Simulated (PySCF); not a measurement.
## MN15 on Sc (scandium, neutral)

Configuration: [Ar] 3d1 4s2, 2D determinant. Calculation: PySCF 2.14, in aug-cc-pVDZ-DK; scalar relativity by spin-free X2C-1e.

| Property | Result |
| --- | --- |
| Total energy | -764.485 hartree |
| One-electron energy | -1045.172 hartree |
| Hartree (Coulomb) energy | 320.216 hartree |
| Exchange-correlation energy | -39.529 hartree |
| ⟨S²⟩ | 0.7747 |
| ⟨L²⟩ | 6.088 |
| Sum of ⟨r⟩ | 21.20 bohr |
| Sum of ⟨r²⟩ | 50.76 bohr² |
| Traceless quadrupole moment −½Σ⟨3z² − r²⟩ along its main axis | 0.562 e·bohr² |
| Langevin diamagnetic susceptibility | -40.2 ×10⁻⁶ cm³/mol |
| Time after the integrals | 4.7 s of wall time on 1 thread of Intel(R) Xeon(R) CPU @ 2.60GHz (shared host) |

```tsv
shell	electrons	mean orbital energy (eV)	spread (eV)	rms radius, mean of both spins (bohr)
1s β	1	-4389.6	0	0.0845
1s α	1	-4389.6	0	0.0845
2s α	1	-471.57	0	0.377
2s β	1	-471.47	0	0.377
2p α	3	-393.72	0.336	0.341
2p β	3	-393.59	0.467	0.341
3s α	1	-58.933	0	1.16
3s β	1	-58.446	0	1.16
3p α	3	-37.685	0.447	1.28
3p β	3	-36.998	1.115	1.28
3d α	1	-5.916	0	2.04
4s α	1	-5.335	0	4.07
4s β	1	-5.163	0	4.07
```

Densities and radii are taken from the X2C orbitals without a picture-change correction, which distorts them close to the nucleus.
